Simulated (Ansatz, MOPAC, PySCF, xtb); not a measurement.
Torsion H4–C1–Si2–I3 in CH3ISi (SMILES C[Si]I); at each angle all else is relaxed with GFN2-xTB, and the levels are single points there.
Geometry at 60° (charge 0, multiplicity 1):
```csv
atom,x (Å),y (Å),z (Å)
C,-0.6519,-0.0128,-0.0009
Si,0.8014,1.2312,0.0070
I,2.6597,-0.3585,0.6283
H,-0.7780,-0.4805,0.9757
H,-1.5917,0.4748,-0.2555
H,-0.4875,-0.8096,-0.7264
```

On the grid 0° to 120°, 0° is the highest and 60° the lowest point at MP2/CBS(def2-TZVPP, def2-QZVPP) + ΔCCSD(T)/def2-TZVPP.

Cores are frozen in the correlated methods. Filled d and f shells under p-block atoms count as core. Rows in STO-3G carry no dispersion term and start afresh at each structure; the Pople sets are all-electron and without relativity. The state reached by AM1, PM7 isn't checked; PM7 holds dispersion and hydrogen-bond terms.

Run with Ansatz (Gaussian orbitals); MOPAC for AM1, PM7 (differences of heats of formation); PySCF for M06-2X, STO-3G rows, the dispersion terms; xtb for the GFN methods. Values without a source in brackets are computed. In def2 rows elements past Kr take small-core potentials, without spin–orbit coupling.

| level | energy at 0° less that at 60° (kcal/mol) |
|---|---|
| AM1 | 0.01 |
| PM7 | -0.12 |
| GFN2-xTB | 0.72 |
| HF/STO-3G | 1.01 |
| PBE/def2-TZVPP | [?] |
| r2SCAN-D4/def2-TZVPP | 0.68 |
| PBE0/def2-TZVPP | 0.64 |
| M06-2X/def2-TZVPP | 0.84 |
| SCS-MP2/def2-TZVPP | 0.83 |

What belongs in the gaps?


- PBE/def2-TZVPP, energy at 0° less that at 60° (kcal/mol): 0.51

Ansatz is a quantum-chemistry and plane-wave program.
